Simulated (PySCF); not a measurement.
Geometry:
```
atom   x (Å)   y (Å)   z (Å)
  C1   2.633   1.096  -0.002
  C2   2.837  -0.401   0.160
  C3   1.678  -1.106   0.864
  N4   0.388  -0.912   0.238
  C5   0.257  -1.435  -1.100
 Si6  -1.041  -0.537   1.148
  N7  -2.066   0.490   0.202
  C8  -1.562   1.709  -0.376
  C9  -3.495   0.344   0.130
 H10   3.507   1.575  -0.467
 H11   1.758   1.308  -0.633
 H12   2.461   1.583   0.972
 H13   3.752  -0.601   0.743
 H14   3.013  -0.863  -0.827
 H15   1.613  -0.731   1.899
 H16   1.919  -2.187   0.941
 H17   0.489  -2.518  -1.155
 H18   0.921  -0.919  -1.817
 H19  -0.774  -1.289  -1.457
 H20  -0.514   0.050   2.424
 H21  -1.926  -1.701   1.486
 H22  -0.464   1.731  -0.322
 H23  -1.844   1.795  -1.443
 H24  -1.946   2.613   0.138
 H25  -4.034   1.138   0.685
 H26  -3.850   0.383  -0.918
 H27  -3.806  -0.624   0.551
```

Geometry: PBE0-D3(BJ)/def2-SVP; GIAO shifts from PySCF 2.14.0 with density-fitted response routines, gas phase, non-relativistic, averaged over equivalent atoms.

At PBE0/pcSseg-1 (250 basis functions, 87 s wall time on 1 thread of an Intel Xeon Platinum 8488C, shared host):
```json
{"atoms": "C3", "δ (ppm)": "50.5"}
{"atoms": "C8/C9", "δ (ppm)": "38.5"}
{"atoms": "C5", "δ (ppm)": "30.9"}
{"atoms": "C2", "δ (ppm)": "21.9"}
{"atoms": "C1", "δ (ppm)": "12.5"}
{"atoms": "N4", "δ (ppm)": "32.6"}
{"atoms": "N7", "δ (ppm)": "27.3"}
{"atoms": "Si6", "δ (ppm)": "-18.5"}
{"atoms": "H20/H21", "δ (ppm)": "4.65"}
{"atoms": "H15/H16", "δ (ppm)": "2.74"}
{"atoms": "H22/H23/H24/H25/H26/H27", "δ (ppm)": "2.55"}
{"atoms": "H17/H18/H19", "δ (ppm)": "2.28"}
{"atoms": "H13/H14", "δ (ppm)": "1.40"}
{"atoms": "H10/H11/H12", "δ (ppm)": "0.93"}
```

Scale: ¹³C (σ = 184.41 ppm) and ²⁹Si (σ = 351.99 ppm) and ¹H (σ = 31.27 ppm) against TMS; ¹⁵N (σ = 265.67 ppm) against NH3 (reference shieldings calculated alike).

Q: What do these become at PBE/pcSseg-1?

A: 
```
                  atoms  δ at PBE/pcSseg-1  change
                     C3               52.9    +2.4
                  C8/C9               39.7    +1.2
                     C5               31.8    +0.9
                     C2               23.2    +1.3
                     C1               12.7    +0.2
                     N4               44.3   +11.7
                     N7               39.1   +11.8
                    Si6              -21.7    -3.2
                H20/H21               4.91   +0.26
                H15/H16               2.91   +0.17
H22/H23/H24/H25/H26/H27               2.64   +0.09
            H17/H18/H19               2.36   +0.08
                H13/H14               1.49   +0.09
            H10/H11/H12               0.94   +0.01
```

References, each an isolated molecule treated in the same way: TMS for ¹³C (180.03 ppm), ²⁹Si (334.61 ppm), ¹H (31.20 ppm); ¹⁵N (265.06 ppm) against NH3.

The largest change is at N7 (nitrogen bonded to 2 C, Si). Cost: 250 basis functions, 92 s wall time on 1 thread of an Intel Xeon Platinum 8488C, shared host. The order of the carbon signals is the same at both levels.

Experimental scales use liquid or dissolved standards, which lie at an offset from isolated NH3 (liquid NH3: subtract about 20 ppm).
